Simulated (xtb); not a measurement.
H2O, charge +1, doublet, geometry from GFN2-xTB (a state made from the parent by changing its charge; the spin is typed, not shown lowest); xtb with GFN1-xTB.

Input for xtb:
```
$ xtb mol.xyz --gfn 1 --chrg 1 --uhf 1 --json

# file mol.xyz
3

O      0.00838048     0.00164066     0.09925610
H     -0.05320696     0.86638286    -0.40979171
H     -0.01383690    -0.87950812    -0.38425707
```

The log (banner, timings and long lists left out):

```
   ID    Z sym.   atoms
    1    8 O      1
    2    1 H      2, 3

           -------------------------------------------------
          |                Calculation Setup                |
           -------------------------------------------------

           -------------------------------------------------
          |                 G F N 1 - x T B                 |
           -------------------------------------------------

          ...................................................
          :                      SETUP                      :
          :.................................................:
          :  # basis functions                   8          :
          :  # atomic orbitals                   8          :
          :  # shells                            6          :
          :  # electrons                         7          :
          :  # halogen bonds                     0          :
          :  max. iterations                   250          :
          :  Hamiltonian                  GFN1-xTB          :
          :  restarted?                      false          :
          :  GBSA solvation                  false          :
          :  PC potential                    false          :
          :  electronic temp.          300.0000000     K    :
          :  accuracy                    1.0000000          :
          :  -> integral cutoff          0.2500000E+02      :
          :  -> integral neglect         0.1000000E-07      :
          :  -> SCF convergence          0.1000000E-05 Eh   :
          :  -> wf. convergence          0.2000000E-04 e    :
          :  Broyden damping             0.4000000          :
          :  net charge                          1          :
          :  unpaired electrons                  1          :
          ...................................................

 iter      E             dE          RMSdq      gap      omega  full diag
   1     -5.0395633 -0.503956E+01  0.198E+00   13.08       0.0  T
   2     -5.0398605 -0.297150E-03  0.112E+00   12.87       1.0  T
   3     -5.0398980 -0.375701E-04  0.110E-01   12.69       1.0  T
   4     -5.0399071 -0.906968E-05  0.142E-03   12.75      40.8  T
   5     -5.0399071 -0.182126E-08  0.683E-06   12.74    8451.0  T
   6     -5.0399071 -0.168754E-13  0.356E-06   12.74   16199.3  T

   *** convergence criteria satisfied after 6 iterations ***

         :::::::::::::::::::::::::::::::::::::::::::::::::::::
[...]
         :: total energy              -5.015471893860 Eh    ::
[...]
         :::::::::::::::::::::::::::::::::::::::::::::::::::::

           -------------------------------------------------
          |                Property Printout                |
           -------------------------------------------------

    * Orbital Energies and Occupations

         #    Occupation            Energy/Eh            Energy/eV
      -------------------------------------------------------------
         1        2.0000           -1.2284558             -33.4280
         2        2.0000           -1.0774960             -29.3202
         3        2.0000           -1.0251651             -27.8962
         4        1.0000           -1.0013081             -27.2470 (HOMO)
         5                         -0.5329566             -14.5025 (LUMO)
         6                         -0.4324056             -11.7664
         7                         -0.1214247              -3.3041
         8                         -0.0857472              -2.3333
      -------------------------------------------------------------
                  HL-Gap            0.4683515 Eh           12.7445 eV
             Fermi-level           -0.8901845 Eh          -24.2232 eV

  Mulliken/CM5 charges         n(s)   n(p)   n(d)
     1O    -0.10043 -0.39917   1.820  4.280  0.000
     2H     0.55022  0.69959   0.450  0.000  0.000
     3H     0.55022  0.69959   0.450  0.000  0.000

Wiberg/Mayer (AO) data.
largest (>0.10) Wiberg bond orders for each atom

 ---------------------------------------------------------------------------
     #   Z sym  total        # sym  WBO       # sym  WBO       # sym  WBO
 ---------------------------------------------------------------------------
     1   8 O    1.386 --     2 H    0.693     3 H    0.693
     2   1 H    0.699 --     1 O    0.693
     3   1 H    0.699 --     1 O    0.693
 ---------------------------------------------------------------------------

Topologies differ in total number of bonds
Writing topology from bond orders to xtbtopo.mol

 dipole moment from electron density (au)
     X       Y       Z
  -0.0884  -0.0173  -1.0473  total (Debye):    2.672

           -------------------------------------------------
          | TOTAL ENERGY               -5.015471893860 Eh   |
          | GRADIENT NORM               0.004843169135 Eh/α |
          | HOMO-LUMO GAP              12.744491822533 eV   |
           -------------------------------------------------

normal termination of xtb
```
